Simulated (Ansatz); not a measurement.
Molecule: 2,2-difluorooxetane, C3H4F2O, charge 0, multiplicity 1. 
Coordinates optimised at B3LYP-D3(BJ)/def2-TZVP (Ansatz, a program for electronic structure):
SMILES: FC1(F)CCO1
```xyz
10

F      1.3489     0.4191    -0.7938
C      0.3744     0.0737     0.0819
F      0.9919    -0.0711     1.2792
C     -0.8890     0.9275     0.0662
C     -1.5690    -0.3837    -0.3609
O     -0.2840    -1.0816    -0.3047
H     -0.8741     1.7204    -0.6758
H     -1.1699     1.3143     1.0414
H     -1.9768    -0.4061    -1.3700
H     -2.2730    -0.8128     0.3499
```
Charge 0, spin multiplicity 1.

Task: Give the harmonic wavenumbers at B3LYP-D3(BJ)/def2-TZVP (Ansatz, finite differences of forces, unscaled).

Result: 102, 323, 459, 505, 526, 719, 793, 900, 940, 970, 990, 1139, 1159, 1193, 1218, 1234, 1296, 1362, 1480, 1532, 3074, 3110, 3127, 3172 cm⁻¹. Zero-point energy 44.8 kcal/mol.

Task: From these and the geometry, give the ideal-gas thermochemistry at 298.15 K and 1 atm (rigid rotor, harmonic oscillator).

Result: Point group Cs, rotational symmetry number 1. Rotational constants 5.946, 3.417, 3.198 GHz. S(trans) 39.54, S(rot) 26.01, S(vib) 7.98, S(elec, spin only) 0.00, S 73.5 cal/(mol K). H(298) - H(0) 3.81 kcal/mol; G - E(el) 26.7 kcal/mol.
